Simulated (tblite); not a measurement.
Parent: `[CH3:1][C:2](=[O:3])[N:4]([CH3:5])[SiH3:6]` with C1–C2–N4–C5 0°, C3H9NOSi.

Structures optimised with GFN2-xTB, isolated species. One conformer each, not checked by frequencies here.

```
coordinate of the parent    value
                   C1–C2  1.500 Å
                   C2=O3  1.229 Å
                   C2–N4  1.335 Å
                   N4–C5  1.436 Å
                  N4–Si6  1.774 Å
                C1–C2–O3   123.5°
                C1–C2–N4   120.6°
                O3–C2–N4   115.9°
                C2–N4–C5   124.2°
               C2–N4–Si6   106.2°
               C5–N4–Si6   129.6°
```

Problem. How does the shared frame change in `[CH3:1][C:2](=[O:3])[N:4]([CH3:5])[SiH2:6][CH:7]1[CH2:8][CH2:9]1` with C1–C2–N4–C5 -1°, C2–N4–Si6–C7 -69°, N4–Si6–C7–C8 -153°, C6H13NOSi? Atoms pair as C1 = C1, C2 = C2, O3 = O3, N4 = N4, C5 = C5, Si6 = Si6 (parent first).

Solution. 
| parent | relative | value in the relative | change |
| --- | --- | --- | --- |
| C1–C2 | C1–C2 | 1.501 Å | +0.001 |
| C2=O3 | C2=O3 | 1.229 Å | 0.000 |
| C2–N4 | C2–N4 | 1.335 Å | 0.000 |
| N4–C5 | N4–C5 | 1.436 Å | 0.000 |
| N4–Si6 | N4–Si6 | 1.778 Å | +0.004 |
| C1–C2–O3 | C1–C2–O3 | 123.5° | 0.0 |
| C1–C2–N4 | C1–C2–N4 | 120.4° | -0.2 |
| O3–C2–N4 | O3–C2–N4 | 116.0° | +0.1 |
| C2–N4–C5 | C2–N4–C5 | 124.2° | 0.0 |
| C2–N4–Si6 | C2–N4–Si6 | 106.7° | +0.5 |
| C5–N4–Si6 | C5–N4–Si6 | 129.1° | -0.5 |

Of the parent's bonds, N4–Si6 changes most (+0.004 Å). Bonds of the relative outside the shared frame: Si6–C7 1.876, C7–C8 1.503, C8–C9 1.490, C7–C9 1.505 Å. Point group Cs → C1.

Problem. How does the shared frame change in `[CH3:1][CH2:2][O:3][SiH2:4][N:5]([CH3:6])[C:7]([CH3:8])=[O:9]` with C1–C2–O3–Si4 -63°, C2–O3–Si4–N5 -174°, O3–Si4–N5–C6 0°, Si4–N5–C7–C8 180°, C5H13NO2Si? Atoms pair as C1 = C8, C2 = C7, O3 = O9, N4 = N5, C5 = C6, Si6 = Si4 (parent first).

Solution. 
| parent | relative | value in the relative | change |
| --- | --- | --- | --- |
| C1–C2 | C8–C7 | 1.503 Å | +0.003 |
| C2=O3 | C7=O9 | 1.226 Å | -0.003 |
| C2–N4 | C7–N5 | 1.337 Å | +0.002 |
| N4–C5 | N5–C6 | 1.438 Å | +0.002 |
| N4–Si6 | N5–Si4 | 1.759 Å | -0.015 |
| C1–C2–O3 | C8–C7–O9 | 123.3° | -0.2 |
| C1–C2–N4 | C8–C7–N5 | 119.9° | -0.7 |
| O3–C2–N4 | O9–C7–N5 | 116.8° | +0.9 |
| C2–N4–C5 | C7–N5–C6 | 124.1° | -0.1 |
| C2–N4–Si6 | C7–N5–Si4 | 107.0° | +0.8 |
| C5–N4–Si6 | C6–N5–Si4 | 128.8° | -0.8 |

Of the parent's bonds, N4–Si6 changes most (-0.015 Å). Bonds of the relative outside the shared frame: C1–C2 1.521, C2–O3 1.395, O3–Si4 1.628 Å. Point group Cs → C1.

Problem. How does the shared frame change in `[CH2:1]=[CH:2][CH2:3][SiH2:4][N:5]([CH3:6])[C:7]([CH3:8])=[O:9]` with C1–C2–C3–Si4 102°, C2–C3–Si4–N5 47°, C3–Si4–N5–C6 -109°, Si4–N5–C7–C8 179°, C6H13NOSi? Atoms pair as C1 = C8, C2 = C7, O3 = O9, N4 = N5, C5 = C6, Si6 = Si4 (parent first).

Solution. 
| parent | relative | value in the relative | change |
| --- | --- | --- | --- |
| C1–C2 | C8–C7 | 1.502 Å | +0.002 |
| C2=O3 | C7=O9 | 1.227 Å | -0.002 |
| C2–N4 | C7–N5 | 1.339 Å | +0.004 |
| N4–C5 | N5–C6 | 1.437 Å | +0.001 |
| N4–Si6 | N5–Si4 | 1.776 Å | +0.002 |
| C1–C2–O3 | C8–C7–O9 | 123.4° | -0.1 |
| C1–C2–N4 | C8–C7–N5 | 120.2° | -0.4 |
| O3–C2–N4 | O9–C7–N5 | 116.4° | +0.5 |
| C2–N4–C5 | C7–N5–C6 | 123.9° | -0.3 |
| C2–N4–Si6 | C7–N5–Si4 | 108.0° | +1.8 |
| C5–N4–Si6 | C6–N5–Si4 | 128.1° | -1.5 |

Of the parent's bonds, C2–N4 changes most (+0.004 Å). Bonds of the relative outside the shared frame: C1=C2 1.322, C2–C3 1.488, C3–Si4 1.909 Å. Point group Cs → C1.

These are computed values.
